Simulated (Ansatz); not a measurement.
Reaction (ligand exchange at a P–O bond): `PO[AsH2]` + PH₃ → `PP` + `O[AsH2]`

Calculated with Ansatz (gas phase, PBE0-D4/def2-TZVP geometries, no zero-point term in ΔE). CCSD(T)/CBS adds triple-zeta CCSD(T) − MP2 to the extrapolated MP2 energy (def2 sets, frozen cores). This one scheme is used for every species. DFT in def2-TZVPP. For As outer-core shells are correlated without core-valence functions, which leaves a few kJ/mol of doubt a bond. Scalar relativity is left out up to krypton. Each species was taken in one conformer, which may not be the lowest.

```tsv
level	ΔE (eV)
PBE-QIDH	-0.22
CCSD/def2-SVP	-0.13
```

Problem. What does CCSD(T)/CBS give? (Estimate.)

Solution. Ansatz gave: -0.17 eV. The listed levels differ from it by -0.05, 0.04 eV.

Problem. What do rigid-rotor, harmonic-oscillator terms from PBE0-D4/def2-TZVP frequencies (298.15 K, 1 bar) make of the CCSD(T)/CBS value? (Estimate.)

Solution. The calculation gave: ΔZPE = +0.07 eV, ΔH = -0.11 eV, ΔS = -2 J/(mol·K), ΔG = -0.10 eV. Modes under 50 cm⁻¹ make the entropy rough.

Largest T1 diagnostic among the species: 0.014.

At CCSD(T), def2-SVP lies +0.04 eV from the extrapolated value and def2-TZVPP +0.02 eV. From BLYP to BHLYP (50 % exact exchange), in def2-TZVPP and without D4, ΔE moves by +0.07 eV. Leaving LDA and LC-ωPBE aside and taking each functional with its dispersion term where it has one, the values, not all of them listed here, spread over 0.23 eV, from revPBE-D4 to CAM-B3LYP-D4. LDA lies +0.04 eV from PBE without D4.
